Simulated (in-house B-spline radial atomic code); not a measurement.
Settings and results of a run for the thallium ion Tl³⁺. Computed with an all-electron radial atomic-structure program (B-spline basis): scalar-relativistic (X2C) BLYP, spin-polarised, spherical fractional occupations, Fermi nucleus of rms radius 5.4759 fm.

Command:
```bash
python run_scf.py task.json out
```
Settings (nuclear radius in fm, mass in u):
```
Z                81
configuration    [Xe] 4f14 5d10
hamiltonian      x2c
method           b88,lyp
spin_polarised   True
nucleus          fermi
rms_radius       5.4759
atomic_mass      204.97443
speed_of_light   137.035999084
```

Output (hartree, bohr):
```
 radial grid: 72 intervals, B-splines of order 8, outer radius 39.1892 bohr

 iter        energy (Eh)    residual
    1      -20247.407507    7.56e-01
    2      -20248.584923    8.08e-02
    3      -20248.795818    2.06e-02
    4      -20248.808738    9.24e-03
    5      -20248.809526    2.66e-03
    6      -20248.809693    1.21e-03
    7      -20248.809714    9.36e-05
    8      -20248.809714    3.28e-05
    9      -20248.809714    1.11e-06
   10      -20248.809714    3.34e-08

 total energy                    -20248.80971
 kinetic                           23472.6199
 electron-nucleus                 -51106.5738
 Hartree                            7772.0699
 exchange-correlation               -386.9257

 orbital      occ     eigenvalue          <r>       <r^2>       <1/r>       r_max
 1s up      1.000     -3135.3708    0.0154594 0.000338559     111.099    0.009028
 1s down    1.000     -3135.3708    0.0154594 0.000338559     111.099    0.009028
 2s up      1.000      -559.0408    0.0678724  0.00552057      26.164     0.05796
 2s down    1.000      -559.0408    0.0678724  0.00552057      26.164     0.05796
 2p up      3.000      -483.4472    0.0616768  0.00466962     20.9601     0.04762
 2p down    3.000      -483.4472    0.0616768  0.00466962     20.9601     0.04762
 3s up      1.000      -134.2806      0.17702   0.0359898     9.36914      0.1641
 3s down    1.000      -134.2806      0.17702   0.0359898     9.36914      0.1641
 3p up      3.000      -112.3940     0.178345   0.0369996     8.00102      0.1634
 3p down    3.000      -112.3940     0.178345   0.0369996     8.00102      0.1634
 3d up      5.000       -88.6079     0.162377   0.0308711      7.3839      0.1333
 3d down    5.000       -88.6079     0.162377   0.0308711      7.3839      0.1333
 4s up      1.000       -30.7968     0.391703    0.173364     3.91191      0.3695
 4s down    1.000       -30.7968     0.391703    0.173364     3.91191      0.3695
 4p up      3.000       -23.5749     0.416567     0.19739     3.39613      0.3885
 4p down    3.000       -23.5749     0.416567     0.19739     3.39613      0.3885
 4d up      5.000       -14.8156     0.440018    0.223664     3.01443      0.3959
 4d down    5.000       -14.8156     0.440018    0.223664     3.01443      0.3959
 5s up      1.000        -5.8689     0.877811    0.864072     1.59181       0.809
 5s down    1.000        -5.8689     0.877811    0.864072     1.59181       0.809
 5p up      3.000        -3.8832      1.00389     1.13767     1.33469       0.903
 5p down    3.000        -3.8832      1.00389     1.13767     1.33469       0.903
 4f up      7.000        -5.2597     0.467956    0.263238     2.60389      0.3581
 4f down    7.000        -5.2597     0.467956    0.263238     2.60389      0.3581
 5d up      5.000        -1.6209      1.34587     2.09889    0.972172       1.112
 5d down    5.000        -1.6209      1.34587     2.09889    0.972172       1.112

 Slater integrals (Eh)
   F0(5p up,5p up)               0.895666
   F2(5p up,5p up)               0.482404
   F0(5p up,5p down)             0.895666
   F2(5p up,5p down)             0.482404
   F0(5p up,5d up)               0.757850
   F2(5p up,5d up)               0.378568
   G1(5p up,5d up)               0.457943
   G3(5p up,5d up)               0.284339
   F0(5p up,5d down)             0.757850
   F2(5p up,5d down)             0.378568
   F0(5p down,5p down)           0.895666
   F2(5p down,5p down)           0.482404
   F0(5p down,5d up)             0.757850
   F2(5p down,5d up)             0.378568
   F0(5p down,5d down)           0.757850
   F2(5p down,5d down)           0.378568
   G1(5p down,5d down)           0.457943
   G3(5p down,5d down)           0.284339
   F0(5d up,5d up)               0.671317
   F2(5d up,5d up)               0.349938
   F4(5d up,5d up)               0.232871
   F0(5d up,5d down)             0.671317
   F2(5d up,5d down)             0.349938
   F4(5d up,5d down)             0.232871
   (list cut)
```

Time taken, with all properties: 0.42 s on 1 thread of Arm Neoverse V1 (shared host).

One-electron X2C: radii and densities carry no picture-change correction, so inner-shell <1/r> comes out high (for 1s by about 2 % at Z = 33, 5 % at 54, 10 % at 75, 30 % at 118) and <r> low.
